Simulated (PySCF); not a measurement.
**Mg (magnesium, neutral): MN15 calculation**

Configuration: [Ne] 3s1 3p1, high-spin 3P determinant (an excited configuration). Computed with PySCF 2.14 in aug-cc-pCVQZ (10s9p7d5f3g, 134 functions), with the non-relativistic Hamiltonian (point nucleus).

- Total energy: -199.9025 hartree
- One-electron energy: -278.6348 hartree
- Hartree (Coulomb) energy: 95.0736 hartree
- Exchange-correlation energy: -16.3412 hartree
- Kinetic energy: 198.90373 hartree
- ⟨S²⟩: 2.0002
- ⟨L²⟩: 2.017
- Sum of ⟨r⟩: 13.19 bohr
- Sum of ⟨r²⟩: 39.16 bohr²
- Traceless quadrupole moment −½Σ⟨3z² − r²⟩ along its main axis: -8.79 e·bohr²
- Density at the nucleus (Gaussians lack the cusp): 1080 bohr⁻³
- Spin density at the nucleus: 1.80 bohr⁻³
- Langevin diamagnetic susceptibility: -31.0 ×10⁻⁶ cm³/mol

```json
{"shell": "1s α", "electrons": "1", "mean orbital energy (hartree)": "-46.20699", "spread (hartree)": "0", "rms radius, mean of both spins (bohr)": "0.153"}
{"shell": "1s β", "electrons": "1", "mean orbital energy (hartree)": "-46.20502", "spread (hartree)": "0", "rms radius, mean of both spins (bohr)": "0.153"}
{"shell": "2s α", "electrons": "1", "mean orbital energy (hartree)": "-3.13370", "spread (hartree)": "0", "rms radius, mean of both spins (bohr)": "0.778"}
{"shell": "2s β", "electrons": "1", "mean orbital energy (hartree)": "-3.12695", "spread (hartree)": "0", "rms radius, mean of both spins (bohr)": "0.778"}
{"shell": "2p α", "electrons": "3", "mean orbital energy (hartree)": "-1.97331", "spread (hartree)": "0.00169", "rms radius, mean of both spins (bohr)": "0.776"}
{"shell": "2p β", "electrons": "3", "mean orbital energy (hartree)": "-1.96858", "spread (hartree)": "0.00654", "rms radius, mean of both spins (bohr)": "0.776"}
{"shell": "3s α", "electrons": "1", "mean orbital energy (hartree)": "-0.26227", "spread (hartree)": "0", "rms radius, mean of both spins (bohr)": "3.25"}
{"shell": "3p α", "electrons": "1", "mean orbital energy (hartree)": "-0.10349", "spread (hartree)": "0", "rms radius, mean of both spins (bohr)": "4.87"}
```
